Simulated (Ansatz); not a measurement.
`CO[SiH](C)S` + `[SiH3][SiH2]B[SeH]` → `CO[SiH](C)[SeH]` + `[SiH3][SiH2]BS`  (redistribution)

Computed with Ansatz on PBE0-D4/def2-TZVP structures; ΔE is electronic, products minus reactants. CBS: MP2 limit from def2 TZ/QZ plus the TZ coupled-cluster correction, frozen cores. DFT in def2-TZVPP. B3LYP here is the variant with VWN-RPA as its local correlation; programs differ in this. For Se outer-core shells are correlated without core-valence functions, which leaves a few kJ/mol of doubt a bond. Scalar relativity is left out up to krypton. Each species was taken in one conformer, which may not be the lowest.

`CO[SiH](C)S`:

```xyz
13

C    -1.388   -0.934   -1.332
O    -0.772   -0.762   -0.078
Si    0.549    0.177    0.164
C     0.891    0.155    1.982
S     0.233    2.212   -0.442
H    -0.687   -1.337   -2.073
H    -2.211   -1.641   -1.215
H    -1.791    0.013   -1.707
H     1.675   -0.338   -0.663
H     1.822    0.680    2.207
H     0.080    0.642    2.530
H     0.972   -0.874    2.338
H     0.626    2.005   -1.709
```

`[SiH3][SiH2]B[SeH]`:

Z-matrix (Å, degrees):
```
Si
Si 1 2.346
H 1 1.488 2 109.8
H 1 1.488 2 111.0 3 120.1
H 1 1.488 2 110.2 3 -119.5
B 2 1.993 1 107.2 3 61.1
H 2 1.492 1 108.1 3 -59.7
H 2 1.491 1 108.3 3 -177.1
Se 6 1.899 2 123.4 1 -96.1
H 6 1.194 2 123.2 1 79.5
H 9 1.473 6 98.4 2 -4.2
```

`CO[SiH](C)[SeH]`:

```xyz
13

C    -1.517    0.021    1.511
O    -0.849   -0.561    0.416
Si    0.283    0.215   -0.480
C     0.921   -1.011   -1.712
Se    2.040    0.956    0.790
H    -0.812    0.288    2.305
H    -2.228   -0.708    1.903
H    -2.068    0.920    1.212
H    -0.318    1.427   -1.101
H     1.612   -0.533   -2.408
H     1.445   -1.826   -1.208
H     0.090   -1.439   -2.278
H     1.401    2.251    1.050
```

`[SiH3][SiH2]BS`:

```xyz
11

Si   -0.618   -0.737    1.632
Si   -0.725   -0.053   -0.609
B     0.730    1.282   -0.912
S     2.281    0.891   -1.655
H    -1.687   -1.725    1.941
H    -0.777    0.434    2.535
H     0.703   -1.366    1.904
H    -2.079    0.519   -0.858
H    -0.552   -1.257   -1.473
H     0.649    2.415   -0.542
H     2.075   -0.403   -1.964
```

```json
{"level": "PBE-D4", "ΔE (kcal/mol)": "-2.0", "difference from CCSD(T)/CBS": "-0.6"}
{"level": "ωB97M-V", "ΔE (kcal/mol)": "-2.1", "difference from CCSD(T)/CBS": "-0.7"}
{"level": "PBE", "ΔE (kcal/mol)": "-2.0", "difference from CCSD(T)/CBS": "-0.6"}
{"level": "r2SCAN", "ΔE (kcal/mol)": "-1.8", "difference from CCSD(T)/CBS": "-0.4"}
{"level": "B3LYP", "ΔE (kcal/mol)": "-2.1", "difference from CCSD(T)/CBS": "-0.7"}
{"level": "HF/def2-TZVPP", "ΔE (kcal/mol)": "-2.1", "difference from CCSD(T)/CBS": "-0.7"}
{"level": "MP2/def2-TZVPP", "ΔE (kcal/mol)": "-1.3", "difference from CCSD(T)/CBS": "0.1"}
{"level": "SCS-MP2/def2-TZVPP", "ΔE (kcal/mol)": "-1.4", "difference from CCSD(T)/CBS": "0.0"}
{"level": "CCSD(T)/def2-TZVPP", "ΔE (kcal/mol)": "-1.2", "difference from CCSD(T)/CBS": "0.2"}
{"level": "MP2/CBS(def2)", "ΔE (kcal/mol)": "-1.5", "difference from CCSD(T)/CBS": "-0.1"}
{"level": "CCSD(T)/CBS", "ΔE (kcal/mol)": "-1.4", "difference from CCSD(T)/CBS": "0"}
```

Largest T1 diagnostic among the species: 0.016.

In def2-TZVPP, CCSD(T) changes the Hartree–Fock value by +0.9 kcal/mol (the triples alone add +0.1 kcal/mol) and MP2 by +0.8 kcal/mol.

CCSD(T)/CBS has its own doubt, a few kJ/mol and more with outer-core shells, so smaller differences from it don't rank the levels.
